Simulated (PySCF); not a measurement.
Compound: C₉H₇F.
Geometry (PBE0-D3(BJ)/def2-SVP, Å), atoms numbered from 1 in this order:
```xyz
17
C9H7F angstrom
C      3.475   -0.621   -0.115
C      2.282   -0.432   -0.237
C      0.890   -0.226   -0.336
C      0.139    0.242   -1.350
C     -1.301    0.327   -0.840
C     -1.338    1.389    0.269
C     -0.604    0.920    1.281
C     -0.092   -0.448    0.840
F      0.379   -1.243    1.831
C     -1.312   -0.944    0.049
H      4.531   -0.789   -0.012
H      0.486    0.568   -2.330
H     -2.074    0.412   -1.612
H     -1.821    2.363    0.183
H     -0.330    1.396    2.223
H     -2.213   -1.034    0.672
H     -1.113   -1.871   -0.507
```

Computed, not measured: PySCF 2.14.0, density-fitted response routines, TDDFT CAM-B3LYP/def2-SVPD, vertical, gas phase, core orbitals frozen in the response.

Ground-to-excited transition dipoles (e·a0, same axes as the geometry; the sign carries no meaning), for the states with f of 0.002 or more among the lowest 6:

```csv
state,E (hartree),μx,μy,μz
S1,0.1724,0.723,-0.172,0.150
S2,0.1885,-0.469,0.165,-0.200
S3,0.2138,0.036,-0.041,0.106
S4,0.2181,-0.598,0.219,-0.337
S5,0.2280,0.402,-0.046,0.192
S6,0.2448,0.145,0.039,-0.068
```

Task: Work out the oscillator strengths.

Result: f = (2/3) ΔE |μ|² with ΔE in hartree (27.2114 eV).

| state | \|μ\|² (au) | \|μ\| (D) | f |
| --- | --- | --- | --- |
| S1 | 0.574 | 1.93 | 0.066 |
| S2 | 0.287 | 1.36 | 0.036 |
| S3 | 0.014 | 0.30 | 0.002 |
| S4 | 0.519 | 1.83 | 0.075 |
| S5 | 0.201 | 1.14 | 0.031 |
| S6 | 0.027 | 0.42 | 0.004 |

Task: What angle do the transition dipoles of S2 and S4 make?

Result: |cos θ| = |μa·μb| / (|μa| |μb|) = 0.99, so θ ≈ 6° (taken between 0 and 90°, since the signs are arbitrary).

Task: What peak molar absorption coefficient would the strongest computed level give as a lone Gaussian band 0.3 eV wide at half height?

Result: ε(max) = 2.175×10⁸ f / FWHM, with the width in cm⁻¹. S4: 2.175×10⁸ × 0.0755 / 2420 ≈ 6800 L mol⁻¹ cm⁻¹.

Hardware: one thread, Arm Neoverse V1 (aarch64), shared host with 32 logical CPUs at a one-minute load of 28. Cost: 96 s wall, 1.3 GiB resident at most.
